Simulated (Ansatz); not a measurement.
Born–Oppenheimer molecular dynamics of Cl₃H₂NSi (7 atoms, charge 0, multiplicity 1). It starts from a relaxed structure.

These are results of RKS r2SCANh/STO-3G in Ansatz, not measurements.

| Property | Result |
| --- | --- |
| ensemble | NVE (velocity Verlet) |
| time step | 1 fs |
| steps asked | 250 |
| starting velocities drawn for | 300 K |
| seed | 976892 |

Frames 20 fs apart, positions in Å, forces in eV/Å.

Velocities at 0 fs (Å/ps):

```
Si 2.80 -0.05 -6.83
N -4.36 -2.52 0.40
H -4.21 23.53 13.53
H 1.07 15.58 14.10
Cl -1.18 -1.52 0.58
Cl -1.12 0.16 2.13
Cl 1.89 1.29 1.76
```

```xyz
7
Properties=species:S:1:pos:R:3:forces:R:3 time_fs=0 energy_less_start_eV=0.000 T=300
Si 0.008 -0.015 0.064 0.00 0.00 0.00
N 0.071 -0.132 1.749 0.00 0.00 0.00
H -0.775 -0.360 2.291 0.00 0.00 0.00
H 0.733 0.445 2.289 0.00 0.00 0.00
Cl 1.974 0.006 -0.646 0.00 0.00 0.00
Cl -0.933 1.710 -0.705 0.00 0.00 0.00
Cl -1.075 -1.655 -0.650 0.00 0.00 0.00
7
Properties=species:S:1:pos:R:3:forces:R:3 time_fs=20 energy_less_start_eV=0.120 T=118
Si 0.025 -0.008 0.018 -0.03 0.30 -0.38
N 0.031 -0.155 1.719 0.11 1.26 1.80
H -0.947 0.040 2.061 0.27 -0.35 0.11
H 0.616 0.597 2.211 -0.44 -0.90 -0.67
Cl 1.980 -0.024 -0.646 0.43 0.02 -0.23
Cl -0.957 1.720 -0.670 -0.02 0.15 -0.21
Cl -1.047 -1.646 -0.629 -0.32 -0.49 -0.42
7
Properties=species:S:1:pos:R:3:forces:R:3 time_fs=40 energy_less_start_eV=0.126 T=109
Si 0.017 0.009 0.016 -0.14 -0.30 1.48
N -0.003 -0.095 1.762 -0.53 -0.17 -0.38
H -0.912 -0.063 2.298 0.47 -0.17 -0.99
H 0.640 0.518 2.277 0.60 0.34 0.01
Cl 2.021 -0.051 -0.663 -0.66 0.13 0.24
Cl -0.981 1.745 -0.658 0.15 -0.07 -0.25
Cl -1.046 -1.677 -0.647 0.11 0.26 -0.11
7
Properties=species:S:1:pos:R:3:forces:R:3 time_fs=60 energy_less_start_eV=0.133 T=99
Si 0.017 -0.002 0.078 -0.16 0.26 -2.07
N 0.030 -0.025 1.720 0.94 0.10 1.08
H -0.779 -0.268 2.255 -1.40 -0.52 0.65
H 0.717 0.421 2.333 0.45 0.15 -0.24
Cl 1.998 -0.063 -0.659 -0.49 0.18 0.21
Cl -0.986 1.754 -0.666 0.46 -0.70 0.09
Cl -1.037 -1.684 -0.676 0.21 0.53 0.28
7
Properties=species:S:1:pos:R:3:forces:R:3 time_fs=80 energy_less_start_eV=0.091 T=161
Si -0.010 0.004 0.055 0.17 -0.08 1.33
N 0.073 -0.010 1.751 -0.64 -0.56 0.61
H -0.618 -0.441 2.409 0.35 0.34 -0.98
H 0.882 0.336 2.284 0.17 0.10 -0.34
Cl 1.939 -0.056 -0.639 0.58 0.18 -0.25
Cl -0.953 1.708 -0.675 -0.22 0.40 -0.29
Cl -1.015 -1.648 -0.685 -0.42 -0.38 -0.07
7
Properties=species:S:1:pos:R:3:forces:R:3 time_fs=100 energy_less_start_eV=0.068 T=196
Si -0.022 0.005 0.096 0.38 -0.32 0.29
N 0.108 -0.045 1.773 0.48 0.06 0.59
H -0.569 -0.433 2.444 -0.22 0.03 -0.35
H 0.999 0.195 2.253 -0.40 -0.06 -0.46
Cl 1.926 -0.030 -0.638 0.39 0.11 -0.07
Cl -0.936 1.691 -0.708 -0.30 0.42 -0.07
Cl -1.028 -1.640 -0.693 -0.33 -0.24 0.07
7
Properties=species:S:1:pos:R:3:forces:R:3 time_fs=120 energy_less_start_eV=0.103 T=143
Si 0.007 -0.019 0.138 -0.18 0.38 -1.85
N 0.124 -0.099 1.791 -0.49 -0.07 0.03
H -0.691 -0.230 2.381 -0.59 -0.11 0.41
H 0.968 0.043 2.332 0.81 0.19 0.19
Cl 1.953 0.006 -0.645 -0.04 -0.07 0.19
Cl -0.945 1.706 -0.743 0.28 -0.69 0.63
Cl -1.072 -1.652 -0.692 0.21 0.38 0.39
7
Properties=species:S:1:pos:R:3:forces:R:3 time_fs=140 energy_less_start_eV=0.089 T=164
Si 0.012 -0.016 0.064 -0.03 -0.30 1.56
N 0.083 -0.146 1.791 0.10 0.25 -0.74
H -0.728 -0.052 2.443 0.45 -0.05 -0.72
H 0.985 0.064 2.257 -0.29 0.02 -0.10
Cl 1.985 0.035 -0.636 -0.08 -0.18 0.12
Cl -0.934 1.671 -0.726 -0.20 0.33 -0.01
Cl -1.101 -1.637 -0.659 0.06 -0.08 -0.11
7
Properties=species:S:1:pos:R:3:forces:R:3 time_fs=160 energy_less_start_eV=0.113 T=128
Si 0.028 -0.035 0.036 0.25 0.13 -1.19
N 0.085 -0.153 1.687 0.73 0.52 1.92
H -0.821 -0.021 2.163 0.10 -0.09 0.43
H 0.877 0.304 2.212 -0.89 -0.44 -0.44
Cl 2.005 0.046 -0.614 0.13 -0.18 -0.17
Cl -0.940 1.660 -0.701 -0.23 0.48 -0.23
Cl -1.123 -1.626 -0.633 -0.09 -0.41 -0.32
7
Properties=species:S:1:pos:R:3:forces:R:3 time_fs=180 energy_less_start_eV=0.092 T=162
Si 0.043 -0.045 0.010 -0.57 0.30 1.05
N 0.101 -0.126 1.731 -0.94 -1.18 -1.79
H -0.770 -0.352 2.242 0.21 0.19 0.04
H 0.690 0.541 2.199 0.75 0.94 0.94
Cl 2.040 0.038 -0.608 -0.17 -0.09 -0.19
Cl -0.966 1.695 -0.700 0.31 -0.28 -0.03
Cl -1.147 -1.653 -0.639 0.40 0.12 0.00
7
Properties=species:S:1:pos:R:3:forces:R:3 time_fs=200 energy_less_start_eV=0.110 T=134
Si 0.006 -0.014 0.033 0.54 -0.48 0.31
N 0.108 -0.130 1.738 0.86 0.88 -1.18
H -0.634 -0.598 2.250 -0.60 -0.14 0.66
H 0.568 0.666 2.234 -0.45 -0.66 0.03
Cl 2.050 0.020 -0.621 -1.03 0.03 0.02
Cl -0.965 1.709 -0.704 0.18 -0.04 -0.03
Cl -1.132 -1.668 -0.645 0.49 0.43 0.18
7
Properties=species:S:1:pos:R:3:forces:R:3 time_fs=220 energy_less_start_eV=0.081 T=180
Si 0.017 -0.015 0.061 -0.28 0.46 -1.07
N 0.069 -0.132 1.710 -0.95 -0.76 1.14
H -0.683 -0.702 2.176 0.99 0.88 0.00
H 0.592 0.540 2.290 -0.27 -0.27 0.24
Cl 1.971 0.003 -0.636 0.41 0.08 -0.32
Cl -0.941 1.713 -0.710 0.18 -0.14 0.07
Cl -1.069 -1.647 -0.635 -0.08 -0.24 -0.06
```

Of the whole run (250 fs, mean temperature of the second half 157 K): The conserved energy stayed within 0.57 meV per atom of its start (net change 0.47 meV per atom), so the integration is sound. Over the second half the temperature averaged 0.52 of the 300 K drawn at the start: a run that starts near a minimum puts about half its kinetic energy into the potential. A run of 0.25 ps of so small a system gives no equilibrium averages. Limits of this set-up: minimal basis.

The run took 16 min on 1 thread of Intel(R) Xeon(R) Platinum 8259CL CPU @ 2.50GHz (Skylake/Cascade Lake) (shared host), peak memory 0.15 GiB.
